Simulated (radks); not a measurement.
The numbers below are computed, except where a source is named.
Q: The mean radii <r> (bohr) of the occupied orbitals of an atom or ion are listed with their occupations. Code: a radial shooting solver on a logarithmic mesh with Libxc functionals. Model: Dirac Kohn-Sham, BLYP, spin-unpolarised, spherical densities, finite nucleus; Fermi nuclear charge, rms radius of each element as measured or else 0.836 A^(1/3) + 0.57 fm.

| orbital | occ. | <r> |
|---|---|---|
| 1s1/2 | 2 | 0.02971 |
| 2s1/2 | 2 | 0.1281 |
| 2p1/2 | 2 | 0.1084 |
| 2p3/2 | 4 | 0.1137 |
| 3s1/2 | 2 | 0.3476 |
| 3p1/2 | 2 | 0.3385 |
| 3p3/2 | 4 | 0.3495 |
| 3d3/2 | 4 | 0.3206 |
| 3d5/2 | 6 | 0.3241 |
| 4s1/2 | 2 | 0.8067 |
| 4p1/2 | 2 | 0.8381 |
| 4p3/2 | 4 | 0.8601 |
| 4d3/2 | 3 | 0.9399 |

Name the element and its charge. Open shells, if any, fill j = l - 1/2 first.

A: Z = 49, indium, charge +10: In10+ in [Kr] 4d3. The 1s radius gives Z: for a bare nucleus <r> = (2 gamma + 1)/(2Z) with gamma = sqrt(1 - (Z/c)^2), 0.02926 bohr for Z = 49, and screening makes it slightly larger (0.02971 here). The occupations add up to 39, and the charge is Z minus that.
